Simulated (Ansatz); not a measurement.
(H3Ge)2S (Ge₂H₆S) was relaxed with B3LYP-D4 (def2-SVP) in Ansatz in these states: charge +1 doublet, neutral singlet. The geometries follow in no particular order.

A:

```xyz
9

Ge    0.304   -0.680   -1.546
H    -0.258   -1.994   -0.963
H     0.053   -0.607   -3.062
H     1.813   -0.587   -1.238
S    -0.781    1.085   -0.671
Ge   -0.347    0.741    1.508
H    -0.956   -0.600    1.970
H     1.176    0.723    1.754
H    -1.003    1.919    2.248
```

B:

Cartesian coordinates in Å:
```
Ge 0.851 0.423 -1.604
H 2.081 0.318 -0.696
H 0.995 -0.129 -3.019
H 0.071 1.734 -1.456
S -0.629 -1.125 -0.611
Ge -0.831 -0.388 1.623
H 0.614 -0.505 2.120
H -1.319 1.053 1.441
H -1.834 -1.381 2.202
```

Task: Judge from the bond lengths which geometry belongs to which state (an estimate).

Result: A is the neutral singlet (S5–Ge6 2.249 Å, Ge1–S5 2.249 Å, Ge6–H9 1.538 Å); B is the charge +1 doublet (S5–Ge6 2.361 Å, Ge1–S5 2.361 Å, Ge6–H9 1.526 Å).
